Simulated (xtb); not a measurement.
C$_{2}$H$_{6}$OZn, charge +1, doublet, at the geometry of the source list (GFN-xTB shapes and energies of metal compounds can be far from the true ones) (a state made from the parent by changing its charge; the spin is typed, not shown lowest); GFN2-xTB (xtb).

Here is a job for xtb.
```
$ xtb mol.xyz --gfn 2 --chrg 1 --uhf 1 --json

# file mol.xyz
10

Zn     1.01820000     0.69780000     0.89030000
C      0.34110000    -0.64110000    -0.45740000
C     -1.00680000    -0.29150000    -1.07450000
H      0.24890000    -1.57630000     0.09250000
H      1.06390000    -0.80590000    -1.25070000
H     -0.95520000     0.62120000    -1.66360000
H     -1.77450000    -0.16580000    -0.31420000
H     -1.32120000    -1.09920000    -1.73790000
O      0.92110000     1.32930000     2.50770000
H      1.46450000     1.93140000     3.00790000
```

Q: What does xtb print? Leave out banner, timings and long lists.

A: 
```
   ID    Z sym.   atoms
    1   30 Zn     1
    2    6 C      2, 3
    3    1 H      4-8, 10
    4    8 O      9

           -------------------------------------------------
          |                Calculation Setup                |
           -------------------------------------------------

           -------------------------------------------------
          |                 G F N 2 - x T B                 |
           -------------------------------------------------

          ...................................................
          :                      SETUP                      :
          :.................................................:
          :  # basis functions                  22          :
          :  # atomic orbitals                  22          :
          :  # shells                           14          :
          :  # electrons                        21          :
          :  max. iterations                   250          :
          :  Hamiltonian                  GFN2-xTB          :
          :  restarted?                      false          :
          :  GBSA solvation                  false          :
          :  PC potential                    false          :
          :  electronic temp.          300.0000000     K    :
          :  accuracy                    1.0000000          :
          :  -> integral cutoff          0.2500000E+02      :
          :  -> integral neglect         0.1000000E-07      :
          :  -> SCF convergence          0.1000000E-05 Eh   :
          :  -> wf. convergence          0.1000000E-03 e    :
          :  Broyden damping             0.4000000          :
          :  net charge                          1          :
          :  unpaired electrons                  1          :
          ...................................................

 iter      E             dE          RMSdq      gap      omega  full diag
   1    -11.4013559 -0.114014E+02  0.887E+00    3.95       0.0  T
   2    -11.4133478 -0.119919E-01  0.405E+00    5.25       1.0  T
   3    -11.4253754 -0.120276E-01  0.374E+00    3.97       1.0  T
   4    -11.5408090 -0.115434E+00  0.770E-01    4.11       1.0  T
   5    -11.5412423 -0.433326E-03  0.291E-01    4.19       1.0  T
   6    -11.5410943  0.148031E-03  0.184E-01    4.15       1.0  T
   7    -11.5413771 -0.282820E-03  0.940E-02    4.18       1.0  T
   8    -11.5414136 -0.364906E-04  0.407E-02    4.18       1.0  T
[...]
         :: total energy             -11.417658459630 Eh    ::
[...]
     5   1 H        0.925     0.159     1.334     1.806
     6   1 H        0.925     0.137     1.485     1.906
     7   1 H        0.925     0.136     1.492     1.910
     8   1 H        0.924     0.200     1.096     1.638
     9   8 O        1.543    -0.375    20.448     6.100
    10   1 H        0.806     0.388     0.507     1.118

 Mol. C6AA /au·bohr⁶  :        971.737893
 Mol. C8AA /au·bohr⁸  :      35662.759837
 Mol. α(0) /au        :         51.272136

Wiberg/Mayer (AO) data.
largest (>0.10) Wiberg bond orders for each atom

 ---------------------------------------------------------------------------
     #   Z sym  total        # sym  WBO       # sym  WBO       # sym  WBO
 ---------------------------------------------------------------------------
     1  30 Zn   1.807 --     9 O    1.023     2 C    0.621
     2   6 C    3.846 --     3 C    1.145     5 H    0.929     4 H    0.913
                             1 Zn   0.621     9 O    0.152
     3   6 C    3.962 --     2 C    1.145     6 H    0.936     7 H    0.935
                             8 H    0.818
     4   1 H    0.974 --     2 C    0.913
     5   1 H    0.975 --     2 C    0.929
     6   1 H    0.981 --     3 C    0.936
     7   1 H    0.981 --     3 C    0.935
     8   1 H    0.910 --     3 C    0.818
     9   8 O    2.107 --     1 Zn   1.023    10 H    0.830     2 C    0.152
    10   1 H    0.849 --     9 O    0.830
 ---------------------------------------------------------------------------

Topologies differ in total number of bonds
Writing topology from bond orders to xtbtopo.mol

molecular dipole:
                 x           y           z       tot (Debye)
 q only:        0.538       0.083      -0.160
   full:        0.841       0.259      -0.195       2.291
molecular quadrupole (traceless):
                xx          xy          yy          xz          yz          zz
 q only:       -0.986       4.975      -1.667       8.561       8.391       2.653
  q+dip:       -0.380       6.375      -0.822       9.254       8.913       1.202
   full:        0.420       6.252      -0.604       9.084       8.067       0.184

           -------------------------------------------------
          | TOTAL ENERGY              -11.417658459630 Eh   |
          | GRADIENT NORM               0.063897411072 Eh/α |
          | HOMO-LUMO GAP               4.179275866288 eV   |
           -------------------------------------------------

normal termination of xtb
```
